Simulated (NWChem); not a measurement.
System: ZrH4S; SMILES [SH][ZrH3]

Input file for NWChem:

```
start job
memory heap 200 mb stack 900 mb global 1100 mb
geometry units angstroms noautosym nocenter noautoz
  Zr    -0.067823     0.520299    -0.111884
  H     -1.179378     0.910742     1.312358
  H      1.669426     1.044515     0.218145
  H     -0.662455     1.303875    -1.672028
  S     -0.099154    -1.865736    -0.401994
  H     -0.957193    -1.845985     0.656798
end
basis spherical
  * library def2-svpd
end
ecp
  Zr library def2-ecp
end
dft
  xc xpbe96 cpbe96
  iterations 150
end
property
  response 1 0.0
end
task dft property
```

Excerpt of the output:

```
             Northwest Computational Chemistry Package (NWChem) 7.3.0
             --------------------------------------------------------

                             Geometry "geometry" -> ""
                             -------------------------

 Output coordinates in angstroms (scale by  1.889725989 to convert to a.u.)

  No.       Tag          Charge          X              Y              Z
 ---- ---------------- ---------- -------------- -------------- --------------
    1 Zr                  40.0000    -0.06782300     0.52029900    -0.11188400
    2 H                    1.0000    -1.17937800     0.91074200     1.31235800
    3 H                    1.0000     1.66942600     1.04451500     0.21814500
    4 H                    1.0000    -0.66245500     1.30387500    -1.67202800
    5 S                   16.0000    -0.09915400    -1.86573600    -0.40199400
    6 H                    1.0000    -0.95719300    -1.84598500     0.65679800

 Effective nuclear repulsion energy (a.u.)     197.8519400501

                                 NWChem DFT Module
                                 -----------------

 Summary of "ao basis" -> "ao basis" (spherical)
 ------------------------------------------------------------------------------
       Tag                 Description            Shells   Functions and Types
 ---------------- ------------------------------  ------  ---------------------
 Zr                        def2-svpd                12       34   5s4p2d1f
 H                         def2-svpd                 4        8   2s2p
 S                         def2-svpd                11       27   5s4p2d

            General Information
            -------------------
          SCF calculation type: DFT
          Wavefunction type:  closed shell.
          No. of atoms     :     6
          No. of electrons :    32
           Alpha electrons :    16
            Beta electrons :    16
          Charge           :     0
          Spin multiplicity:     1
          Use of symmetry is: off; symmetry adaption is: off
          Maximum number of iterations: 150
          AO basis - number of functions:    93
                     number of shells:    39
          Convergence on energy requested:  1.00D-06
          Convergence on density requested:  1.00D-05
          Convergence on gradient requested:  5.00D-04

              XC Information
              --------------
          PerdewBurkeErnzerhof Exchange Functional  1.000
            Perdew 1991 LDA Correlation Functional  1.000 local
           PerdewBurkeErnz. Correlation Functional  1.000 non-local

             Grid Information
             ----------------
          Grid used for XC integration:  medium
          Radial quadrature: Mura-Knowles
          Angular quadrature: Lebedev.
          Tag              B.-S. Rad. Rad. Pts. Rad. Cut. Ang. Pts.
          ---              ---------- --------- --------- ---------
          Zr                  1.55      123          12.0       590
          H                   0.35       45          12.0       434
          S                   1.00       88          13.0       590
          Grid pruning is: on
          Number of quadrature shells:   391
          Spatial weights used:  Erf1

      Superposition of Atomic Density Guess
      -------------------------------------

 Sum of atomic energies:        -452.84811883

      Non-variational initial energy
      ------------------------------

 Total energy =    -445.769852
 1-e energy   =    -766.722532
 2-e energy   =     251.415214
 HOMO         =      -0.320249
 LUMO         =      -0.012529

   convergence    iter        energy       DeltaE   RMS-Dens  Diis-err
 ---------------- ----- ----------------- --------- --------- ---------
 d= 0,ls=0.0,diis     1   -447.1686277329 -5.17D+02  4.16D-02  7.06D-01
 d= 0,ls=0.0,diis     2   -443.9127421269  3.26D+00  3.12D-02  2.18D+01
 d= 0,ls=0.0,diis     3   -447.2644404059 -3.35D+00  7.89D-03  2.86D-01
 d= 0,ls=0.0,diis     4   -447.3028044796 -3.84D-02  3.14D-03  8.90D-02
 d= 0,ls=0.0,diis     5   -447.3195021909 -1.67D-02  5.34D-04  6.26D-04
  Resetting Diis
 d= 0,ls=0.0,diis     6   -447.3195316819 -2.95D-05  2.54D-04  4.76D-04
 d= 0,ls=0.0,diis     7   -447.3196194959 -8.78D-05  1.22D-04  1.78D-05
 d= 0,ls=0.0,diis     8   -447.3196146290  4.87D-06  7.52D-05  4.56D-05
 d= 0,ls=0.0,diis     9   -447.3196227387 -8.11D-06  1.51D-05  8.72D-07
 d= 0,ls=0.0,diis    10   -447.3196228374 -9.86D-08  6.38D-06  4.15D-07

         Total DFT energy =     -447.319622837381
      One electron energy =     -768.573585664621
           Coulomb energy =      284.514339191654
    Exchange-Corr. energy =      -32.797842203678
 Nuclear repulsion energy =       69.537465839264

 Numeric. integr. density =       32.000020865143

                       DFT Final Molecular Orbital Analysis
                       ------------------------------------

[...]

 DFT Linear Response polarizability / au
 Frequency  =       0.0000000 / au
              X              Y              Z
 -----------------------------------------------
 X      68.8027639      2.1115699     -0.0681213
 Y       2.1115882     89.5007804      0.2910350
 Z      -0.0681188      0.2910575     68.6338588
 -----------------------------------------------
 Eigenvalues =      68.5107041     89.7177931     68.7089059
 Isotropic   =      75.6458010
 Anisotropic =      21.1086860
 -----------------------------------------------

 Magnetic Dipole Response Matrix (nonzero elements):

 Exiting AOResponse driver routine
```

Level: PBE/def2-SVPD with def2 effective core potentials on Zr. The geometry was optimised at PBE0/def2-SVP. No frequency run checked for a minimum. def2 effective core potentials on Zr; no spin-orbit coupling.
